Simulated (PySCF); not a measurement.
Solvent effects on NMR parameters

Geometry:
```tsv
atom	x (Å)	y (Å)	z (Å)
C1	3.995	-0.419	-0.774
C2	3.073	0.307	-0.149
O3	1.748	-0.009	-0.260
C4	0.843	0.760	0.393
O5	1.146	1.712	1.062
C6	-0.544	0.281	0.180
C7	-0.837	-0.844	-0.600
C8	-2.160	-1.246	-0.761
C9	-3.189	-0.531	-0.148
C10	-2.898	0.591	0.630
C11	-1.578	0.997	0.795
H12	3.724	-1.280	-1.388
H13	5.048	-0.153	-0.673
H14	3.276	1.179	0.478
H15	-0.024	-1.394	-1.074
H16	-2.391	-2.124	-1.369
H17	-4.226	-0.850	-0.277
H18	-3.704	1.150	1.109
H19	-1.319	1.869	1.397
```

GIAO PBE0/pcSseg-1 in PySCF on one PBE0-D3(BJ)/def2-SVP conformer, non-relativistic, equivalent nuclei averaged. Solvents enter as an IEF-PCM continuum (benzene with ε = 2.3, chloroform with ε = 4.7) around the gas-phase geometry. Shifts are referred to TMS computed in the same medium.

Gas phase, δ in ppm: C4 164.8, C2 148.1, C9 139.6, C7/C11 136.9, C8/C10 133.6, C6 132.5, C1 101.3, H15/H19 8.44, H14 8.02, H17 7.68, H16/H18 7.60, H12 5.28, H13 4.87. Dipole moment 2.14 D.

Task: How does each δ change in the continuum?

Result: 
| atoms | environment | Δδ, benzene | Δδ, chloroform |
| --- | --- | --- | --- |
| C4 | ester carbonyl carbon | +1.2 | +2.0 |
| C2 | alkene carbon bearing oxygen | +0.3 | +0.5 |
| C9 | aromatic CH | +1.4 | +2.3 |
| C7/C11 | aromatic CH | +0.5 | +0.7 |
| C8/C10 | aromatic CH | +0.9 | +1.5 |
| C6 | substituted aromatic carbon | 0.0 | 0.0 |
| C1 | β carbon of an enol-ether or enamine type C=C | +1.0 | +1.6 |
| H15/H19 | hydrogen on an aromatic CH | +0.04 | +0.06 |
| H14 | hydrogen on an alkene carbon bearing oxygen | +0.01 | +0.01 |
| H17 | hydrogen on an aromatic CH | +0.15 | +0.24 |
| H16/H18 | hydrogen on an aromatic CH | +0.13 | +0.21 |
| H12 | hydrogen on a β carbon of an enol-ether or enamine type C=C | +0.10 | +0.16 |
| H13 | hydrogen on a β carbon of an enol-ether or enamine type C=C | +0.14 | +0.22 |

Changes are relative to the gas phase. The dipole moment becomes 2.46 D in benzene, 2.66 D in chloroform.

Task: Which of the listed nuclei move most (in ppm), and what does the model miss? (N and O are left out, as their reference compounds move with the solvent too.)

Result: C9 (aromatic CH, +2.3 ppm) in chloroform. A continuum only polarises the solute; specific hydrogen bonds, the anisotropy of aromatic solvents and changes of geometry or conformer are outside it.
